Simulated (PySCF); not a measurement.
**How methods differ on the ionisation energy of Li⁺**

Li⁺ 1s2 (1S) → Li²⁺ 1s1 (2S), as a difference of total energies. Computed with PySCF 2.14 in pcseg-2, with no relativity, point nucleus. Correlated levels: valence: nothing frozen. The calculations carry no spin-orbit coupling.

```tsv
method	ionisation energy (eV)	difference from reference (eV)
UHF	74.914	-0.726
PBE	75.708	+0.068
LDA	74.906	-0.734
MP2 (valence)	75.175	-0.465
SCS-MP2 (valence)	75.228	-0.412
CCSD (valence)	75.220	-0.420
```

Reference: 75.640 eV (theoretical estimate listed by NIST; NIST Atomic Spectra Database, ionization energies).

Errors of the correlated levels include the incompleteness of this basis.

With two correlated electrons CCSD is exact in that space.
